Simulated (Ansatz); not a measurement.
Program: Ansatz. Geometries: PBE0-D4/def2-TZVP. ΔE: electronic, gas phase. CCSD(T)/CBS adds triple-zeta CCSD(T) − MP2 to the extrapolated MP2 energy (def2 sets, frozen cores). Functionals use def2-TZVPP. B3LYP here is the variant with VWN-RPA as its local correlation; programs differ in this. One conformer a species, not always the lowest.

`N[SiH](F)[SiH2]O` + `CC(=S)CCl` → `N[SiH](F)CCl` + `CC(=S)[SiH2]O`  (formal exchange of groups at the Si–Si bond)

CCSD(T)/CBS gives -0.50 eV.

Task: Another level gave -0.47 eV. Which?
A. PBE0/def2-TZVPP
B. PBE/def2-TZVPP
C. B3LYP-D4/def2-TZVPP
D. HF/def2-TZVPP

Result: C. B3LYP-D4 -0.47, HF/def2-TZVPP -0.52, PBE -0.36, PBE0 -0.41 eV.

Largest T1 diagnostic among the species: 0.015.

From PBE to PBE0 (25 % exact exchange), in def2-TZVPP and without D4, ΔE moves by −0.04 eV.
